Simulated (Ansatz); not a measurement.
Gas-phase electronic energies from Ansatz, PBE0-D4/def2-TZVP geometries. CBS: MP2 limit from def2 TZ/QZ plus the TZ coupled-cluster correction, frozen cores. This one scheme is used for every species. DFT in def2-TZVPP. For Ti outer-core shells are correlated without core-valence functions, which leaves a few kJ/mol of doubt a bond. Scalar relativity is left out up to krypton. Each species was taken in one conformer, which may not be the lowest.

Consider the ligand exchange at a Ti–F bond: `[F][Ti]([F])([F])[Cl]` + CH₃SH → `C[S][Ti]([F])([F])[Cl]` + H–F.

```
      level  ΔE (kJ/mol)
       BLYP         84.7
  CAM-B3LYP         90.8
    LC-ωPBE         92.3
HF/def2-SVP         99.6
```

Task: What does CCSD(T)/CBS give? (Estimate.)

Result: Computed: +55.0 kJ/mol. The listed levels differ from it by 29.7, 35.8, 37.3, 44.6 kJ/mol.

Largest T1 diagnostic among the species: 0.025, so the coupled-cluster value is less sure than usual.

In def2-TZVPP, CCSD(T) changes the Hartree–Fock value by −38.2 kJ/mol (the triples alone add −11.8 kJ/mol) and MP2 by −50.8 kJ/mol. Leaving LDA and LC-ωPBE aside and taking each functional with its dispersion term where it has one, the values, not all of them listed here, spread over 21.7 kJ/mol, from PBE-QIDH to ωB97X-V. LDA lies −8.7 kJ/mol from PBE without D4.
